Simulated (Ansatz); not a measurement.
Harmonic frequencies (cm⁻¹) at PBE0-D4/def2-TZVP from Ansatz: 38, 59, 62, 67, 70, 89, 110, 155, 158, 159, 190, 239, 318, 338, 379, 409, 437, 442, 489, 496, 583, 586, 1070, 1094, 1180, 1181, 1201, 1203, 1480, 1483, 1495, 1495, 1497, 1498, 1913, 1917, 3030, 3031, 3104, 3104, 3116, 3116.

(1) Which molecule is it?
A. `Cl[B@H-]1[OH+][B@H-](Cl)[OH+]1`
B. `C[O+]1[In@H-]([F])[O+](C)[In@@H-]1[F]`
C. `[CH3][Ga@H-]1[OH+][Ga@@H-]([CH3])[OH+]1`
D. `F[B@H-]1[NH2+][B@@H-](F)[NH2+]1`

Answers

(1) B.
